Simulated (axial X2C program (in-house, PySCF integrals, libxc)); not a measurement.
## SnI⁺: cheaper levels and CCSD(T), 2c

Computed with an in-house all-electron X2C program for linear molecules (integrals from PySCF). Two-component (2c) means X2C with spin–orbit coupling and atomic mean-field two-electron Coulomb and Gaunt terms. Basis: I dyall-cv3z [11s12p8d4f1g], Sn dyall-cv3z [11s12p9d4f1g] (cores contracted in-house); Gaussian nuclei, density fitting, unrestricted open shells. Masses: I 126.904 u, Sn 119.902 u.

State: Ω = 0 (closed shell); fragments I + Sn+.

```tsv
level	Re (Å)	ωe (cm⁻¹)
PBE0	2.601	238.8
HF	2.608	242.3
MP2	2.611	243.4
CCSD	2.616	239.5
M06	2.612	237.4
```

Correlated methods: 10 electrons correlated (number of frozen shells: I 4 s, 3 p, 2 d; Sn 4 s, 3 p, 2 d), 308 virtual spin orbitals or spinors in MP2, 90 natural virtuals in coupled cluster.

CCSD(T), same Hamiltonian and basis:

Re = 2.623 Å, ωe = 236.3 cm⁻¹; T1 = 0.022 (Lee–Taylor normalisation).

Q: Give the differences from CCSD(T) in the columns below.

A: 

| level | ΔRe (Å) | Δωe (cm⁻¹) |
| --- | --- | --- |
| PBE0 | -0.022 | 2.5 |
| HF | -0.015 | 6.0 |
| MP2 | -0.012 | 7.1 |
| CCSD | -0.007 | 3.2 |
| M06 | -0.011 | 1.1 |

Occupations by symmetry block were frozen at the best pattern of an incomplete PBE0 search. The closed shell is kept restricted, so the energy runs too high when the bond is stretched far. De is not given where an atomic determinant may have missed its ground term or J level, or where the truncated virtual space spoils (T). Coupled cluster ran in a truncated set of natural virtual spinors; the MP2 energy of the rest was added. (T) has no such correction and the atoms are truncated less, which lowers De at CCSD(T) by a hundredth of an eV or more. Without a current term, density functionals place determinants with orbital angular momentum somewhat too high. With the outer-core shells frozen, correlated bond lengths of heavy atoms tend to come out a few hundredths of an ångström too long.
